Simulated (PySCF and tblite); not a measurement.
The numbers below are computed, except where a source is named.
System: C5H7FN2O, numbered as in [CH3:1][CH2:2][O:3][c:4]1[cH:5][n:6][nH:7][c:8]1[F:9].

Motion: shift of H on N7 from N7 to N6. GFN2-xTB gives an electronic barrier of 43.8 kcal/mol and a reaction energy of -1.3 kcal/mol.

Tunnelling of the moving H, left out here, will speed the real process. In real samples such hydrogens mostly exchange between molecules or through solvent, far faster than by this path.

PBE0/pcSseg-1 + D3(BJ) on PBE0-D3(BJ)/def2-SVP geometries gives 45.0 kcal/mol and k(298 K) = 4.2×10⁻¹⁸ s⁻¹.

(1) What does BP86/pcSseg-1 + D3(BJ) give on PBE0-D3(BJ)/def2-SVP geometries?

Programs: tblite and PySCF.

Results:

(1) A barrier of 41.1 kcal/mol, 3.9 below the first DFT barrier (from unrounded values), a reaction energy of -3.7 kcal/mol and, with GFN2-xTB thermal terms, ΔG‡(298 K) = 37.3 kcal/mol and k = 2.9×10⁻¹⁵ s⁻¹ (1 equivalent path).
